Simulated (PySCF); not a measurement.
Several orderings of computed values.

Species are written as SMILES; each is one conformer at its optimised geometry, gas phase, non-relativistic unless stated. Electronic properties by PySCF.

The conformers computed, where there is a choice (atom-mapped SMILES and torsion angles):
- `[F:1][C:2]([F:3])([F:4])[C:5]([F:6])([F:7])[Cl:8]`: F1–C2–C5–F6 59°
- `[CH3:1][CH2:2][O:3][SiH2:4][O:5][CH2:6][CH3:7]`: C1–C2–O3–Si4 -157°, C2–O3–Si4–O5 175°, O3–Si4–O5–C6 58°, Si4–O5–C6–C7 179°
- `[N:1]#[C:2][CH2:3][P@H+:4]1[C:5]([F:6])=[C:7]1[SiH3:8]`: C2–C3–P4–C5 -65°
- `[CH2:1]=[CH:2][c:3]1[n:4][n:5][c:6]([CH3:7])[s:8]1`: C1–C2–C3–N4 0°
- `[CH3:1][O:2][Si:3]([CH3:4])([CH3:5])[O:6][CH3:7]`: C1–O2–Si3–C4 172°, O2–Si3–O6–C7 178°
- `[CH3:1][O:2][CH:3]([CH2:4][SiH3:5])[O:6][CH3:7]`: C1–O2–C3–C4 59°, O2–C3–C4–Si5 -164°, O2–C3–O6–C7 -65°
- `[CH3:1][O:2][CH2:3][O:4][CH2:5][CH2:6][SiH3:7]`: C1–O2–C3–O4 -66°, O2–C3–O4–C5 -68°, C3–O4–C5–C6 -174°, O4–C5–C6–Si7 38°
- `[CH3:1][P@H:2](=[O:3])[CH2:4][CH2:5][PH2:6]`: C1–P2–C4–C5 172°, P2–C4–C5–P6 54°, H–P6–C5–C4 167°, H–P6–C5–C4 75°

The conformers of `C[PH+]1CCOCC1` aren't listed.

**Question.** Rank by static isotropic polarisability, lowest first (CAM-B3LYP/def2-SVPD at GFN2-xTB geometries).
A. `N#CC[P@H+]1C(F)=C1[SiH3]`
B. `FC(F)(F)C(F)(F)Cl`
C. `C[SiH](C)C`
D. `CCO[SiH2]OCC`
E. `C[PH+]1CCOCC1`

**Answer.** B (44.1 au), C (64.9 au), E (76.4 au), D (82.4 au), A (93.2 au).

**Question.** By how much do the two ends of that ranking differ?

**Answer.** By 49.1 au, between `N#CC[P@H+]1C(F)=C1[SiH3]` and `FC(F)(F)C(F)(F)Cl`.

**Question.** Rank by HOMO energy, lowest first (CAM-B3LYP/def2-SVPD at GFN2-xTB geometries).
A. `FC(F)(F)C(F)(F)Cl`
B. `N#CC[P@H+]1C(F)=C1[SiH3]`
C. `P#CC#CC`
D. `C[PH+]1CCOCC1`
E. `C[SiH](C)C`

**Answer.** B (-14.71 eV), D (-13.80 eV), A (-11.73 eV), E (-9.91 eV), C (-8.04 eV).

**Question.** Rank by lowest singlet excitation, highest first (TDDFT CAM-B3LYP/def2-SVPD at GFN2-xTB geometries).
A. `FC(F)(F)C(F)(F)Cl`
B. `C[SiH](C)C`
C. `CC#CC#P`
D. `N#CC[P@H+]1C(F)=C1[SiH3]`
E. `C=CC1=NN=C(C)S1`
F. `CCO[SiH2]OCC`
G. `C[PH+]1CCOCC1`

**Answer.** B (8.22 eV), A (7.72 eV), G (7.60 eV), F (7.47 eV), D (4.95 eV), E (4.36 eV), C (3.18 eV).

**Question.** Rank by smallest rotational constant, highest first (GFN2-xTB).
A. `COC(C[SiH3])OC`
B. `n1nc(sc1C)C=C`
C. `COCOCC[SiH3]`
D. `C[P@H](=O)CCP`
E. `CO[Si](C)(C)OC`
F. `C(#P)CC#C`
G. `CC#CC#P`

**Answer.** F (1.715 GHz), E (1.440 GHz), G (1.319 GHz), D (1.228 GHz), A (1.130 GHz), B (0.972 GHz), C (0.906 GHz).

**Question.** Rank by dipole moment, lowest first (CAM-B3LYP/def2-SVPD at GFN2-xTB geometries).
A. `C[SiH](C)C`
B. `CC#CC#P`
C. `CCO[SiH2]OCC`
D. `C=Cc1nnc(C)s1`

**Answer.** A (0.42 D), C (1.33 D), B (2.31 D), D (2.90 D).

**Question.** Give the two extremes of that set in atomic units.

**Answer.** `C[SiH](C)C`: 0.17 au; `C=Cc1nnc(C)s1`: 1.14 au.

**Question.** Rank by electronic spatial extent ⟨r²⟩ about the centre of nuclear charge, lowest first (CAM-B3LYP/def2-SVPD at GFN2-xTB geometries).
A. `CCO[SiH2]OCC`
B. `FC(F)(F)C(F)(F)Cl`
C. `N#CC[P@H+]1C(F)=C1[SiH3]`
D. `CC#CC#P`

**Answer.** D (825 bohr²), B (899 bohr²), C (1366 bohr²), A (1521 bohr²).

**Question.** Give the two extremes of that set in Å².

**Answer.** `CC#CC#P`: 231 Å²; `CCO[SiH2]OCC`: 426 Å².
